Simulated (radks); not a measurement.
Q: Radial electron density D(r) = 4 pi r^2 rho(r) of an atom or ion with 44 electrons. All-electron calculation, scalar-relativistic Kohn-Sham, PBE, spin-unpolarised, spherical densities, point nucleus. Program: a radial shooting solver on a logarithmic mesh with Libxc functionals.

r (bohr),D(r) (e/bohr)
0.001627,2.722
0.001864,3.440
0.002119,4.277
0.002427,5.370
0.002759,6.629
0.003161,8.253
0.003621,10.22
0.004115,12.43
0.004715,15.19
0.005402,18.42
0.006139,21.91
0.007034,26.07
0.008059,30.66
0.009159,35.28
0.01049,40.36
0.01193,45.08
0.01366,49.78
0.01565,53.80
0.01779,56.66
0.02038,58.42
0.02335,58.71
0.02654,57.67
0.03041,55.52
0.03484,52.95
0.0396,50.98
0.04537,50.32
0.05156,51.77
0.05907,55.73
0.06768,61.63
0.07692,67.64
0.08812,72.54
0.101,73.98
0.1147,71.27
0.1315,64.71
0.1494,57.18
0.1712,50.84
0.1961,48.79
0.2229,51.13
0.2554,55.85
0.2926,58.84
0.3325,56.90
0.381,48.93
0.4365,37.20
0.4961,26.42
0.5684,18.62
0.646,15.71
0.7401,15.95
0.8479,17.04
0.9637,16.92
1.104,14.99
1.265,11.79
1.438,8.531
1.647,5.540
1.887,3.324
2.145,1.919
2.457,0.9893
2.793,0.4860
3.199,0.2035
3.666,0.07334
4.166,0.02371
4.773,0.005775

What is the nuclear charge?

A: Z = 46. The innermost maximum, from 1s, lies near gamma/Z bohr with gamma = sqrt(1 - (Z/c)^2) = 0.942, here 0.0205 bohr (found: 0.0224), and its height grows with Z. The density is that of the palladium ion Pd2+ in [Kr] 4d8; the configuration itself is not fixed sharply by these data, and Z only to a few units. D(r) has 4 maxima, at r = 0.0224, 0.0986, 0.297, 0.897 bohr, and minima at 0.0443, 0.193, 0.678 bohr, inside which lie 2.01, 11.10, 29.04 electrons.
